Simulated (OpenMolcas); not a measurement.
**F³⁺: Slater's ratio, the spin-orbit constant, worked from levels**

```json
{
  "Program": "OpenMolcas",
  "Basis": "ANO-RCC-VQZP [5s4p3d2f1g]",
  "Scalar Hamiltonian": "DKH2, point nucleus",
  "Active space": "4 electrons in 8 orbitals (2s 2p 3s 3p)",
  "State averaging": "2S+1 = 3 even, 3 roots; 2S+1 = 1 even, 6 roots; 2S+1 = 5 odd, 1 root; 2S+1 = 3 odd, 9 roots; 2S+1 = 1 odd, 8 roots",
  "Spin-orbit coupling": "RASSI with atomic mean-field integrals over the reference wave functions, term energies averaged over their components"
}
```

Methods: CASSCF; SS-CASPT2, IPEA 0.25 Eh, imaginary shift 0.1 Eh (closed shells correlated: 1s). Measured levels: Moore, Atomic Energy Levels, vol. I, NSRDS-NBS 35 (1971 reprint of NBS Circular 467, 1949).

**Slater's ratio.** With one set of orbitals, p2 has ¹D - ³P = 6 F2 and ¹S - ¹D = 9 F2 (F2 = F²/25), a ratio of 3/2. Term energies are centres of gravity, weighted by 2J + 1.

```
   Source  ¹D - ³P  ¹S - ³P  F2 from the first  Ratio
   CASSCF    27521    49206               4587  0.788
SS-CASPT2    25217    53063               4203  1.104
 measured    24825    53128               4138  1.140
```

Energies in cm-1. A ratio away from 3/2 shows effects beyond one configuration with one set of orbitals, and in heavier atoms second-order spin-orbit shifts. In CASSCF the valence s occupation is 1.88 in ¹S against 1.97 in ¹D: mixing out of s² acts most on ¹S and pulls it down.

**The spin-orbit constant.** For the Hund term ³P of p2, E(J) = (A/2) J(J+1) + constant and ζ = 2S·A = 2A. From J = 0 to J = 2 the energy changes by 3 A.

```tsv
Source	E(2) - E(0)	A	ζ
CASSCF	634.4	211.5	423
SS-CASPT2	633.6	211.2	422
measured	613.4	204.5	409
```

All in cm-1. SS-CASPT2 is off by +3.3 % and CASSCF by +3.4 %. Both methods take the spin-orbit matrix elements from the reference wave functions, so the second can move ζ only through the term energies and any multistate remixing. Second-order mixing with other terms is absorbed into this ζ.

Term energies are means over components that CASPT2 splits; among the terms shown or strongly mixed into the levels shown the widest spread is 33 cm-1 (2s² 2p² ¹D, SS-CASPT2). Active for correlation alone: 3p 3s; no level in the range computed is led by a configuration that fills them, so any true level of that kind is missing. Computed and measured levels are paired by configuration, term and J; levels that our copy of the source lacks, or whose pairing is in doubt (as where it misses far off the trend of its configuration), stay unpaired and out of the deviations. Levels of configurations outside the active space are missing.
